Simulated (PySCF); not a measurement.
**Core-level binding energies of TiEtMe3**

Species: TiEtMe3, C5H14Ti (singlet state).
Structure used (PBE0-D3(BJ)/def2-SVP), in Å, numbered top down from 1:
```
atom  x, y, z in Å
Ti1   -0.1948    0.1795   -0.4495
C2     0.0237    0.3953    1.5850
C3     0.8337   -0.7337    2.2078
H4    -1.0024    0.4494    1.9967
H5     0.4934    1.3848    1.7434
H6     0.9298   -0.6313    3.3031
H7     0.3734   -1.7187    2.0244
H8     1.8578   -0.7766    1.8021
C9     1.6768    0.2124   -1.3084
H10    1.6965    0.9275   -2.1497
H11    1.9550   -0.7881   -1.6829
H12    2.4198    0.5311   -0.5557
C13   -1.3193    1.7601   -1.1482
H14   -1.5056    1.6571   -2.2312
H15   -0.7850    2.7090   -0.9654
H16   -2.2881    1.7866   -0.6188
C17   -1.1858   -1.5884   -0.8156
H18   -1.5628   -2.0061    0.1350
H19   -0.5102   -2.3249   -1.2846
H20   -2.0434   -1.4109   -1.4882
```

Theory: delta-SCF UKS SCAN, pcX-2 on the ionised atom (unc-x2c-TZVPall on a metal), pcseg-1 elsewhere, spin-free X2C (PySCF). Vertical ΔSCF values, vacuum level as zero.

Q: List the computed XPS lines with their assignment.

A: 
```json
{"atom(s)": "Ti1", "environment": "titanium bonded to 4 C", "level": "Ti 2p3/2", "binding energy (eV)": "461.15", "2p1/2 (eV)": "466.87", "above the level's lowest (eV)": "0.00", "count": "1"}
{"atom(s)": "C3", "environment": "carbon bonded to C and 3 H", "level": "C 1s", "binding energy (eV)": "290.51", "2p1/2 (eV)": "–", "above the level's lowest (eV)": "+1.44", "count": "1"}
{"atom(s)": "C2", "environment": "carbon bonded to C, Ti and 2 H", "level": "C 1s", "binding energy (eV)": "289.18", "2p1/2 (eV)": "–", "above the level's lowest (eV)": "+0.11", "count": "1"}
{"atom(s)": "C9/C13/C17", "environment": "carbon bonded to Ti and 3 H", "level": "C 1s", "binding energy (eV)": "289.07", "2p1/2 (eV)": "–", "above the level's lowest (eV)": "0.00", "count": "3"}
```

The listed C 1s values span 1.44 eV, from C9/C13/C17 (bonded to 3 H and Ti) to C3 (bonded to C and 3 H). The widest gap between neighbouring values is 1.33 eV, between 289.18 and 290.51 eV.

Q: Give the binding energy of Ti 2p3/2 of Ti1 in hartree and in kJ/mol.

A: 461.15 eV = 16.9470 Eh = 44494 kJ/mol.

Q: Which photon energy gives electrons from Ti 2p3/2 of Ti1 a kinetic energy of 50 eV, and what is their de Broglie wavelength?

A: hν = 461.15 + 50 = 511.15 eV, recoil neglected; λ = 12.264 Å/√(E/eV) = 1.73 Å.

One atom of each set of topologically equivalent atoms was ionised and stands for the set; in this conformer not all members are related by symmetry, and their own values weren't computed. The unrestricted hole states depart most from a pure doublet (⟨S²⟩ = 0.75; over 0.85 named) for Ti 2p3/2 of Ti1 (0.90), which makes this value less certain. The 2p values add to the ΔSCF energy of one spin-free hole a correction within the shell (spin–orbit coupling, ligand field). 2p1/2 minus 2p3/2 (ligand field included): Ti 5.72 eV. Satellites of the metal's 2p lines aren't described. Isolated species at its PBE0-D3(BJ)/def2-SVP geometry, gas phase. Metal 2p energies of this one-determinant scheme are less reliable than its 1s energies.
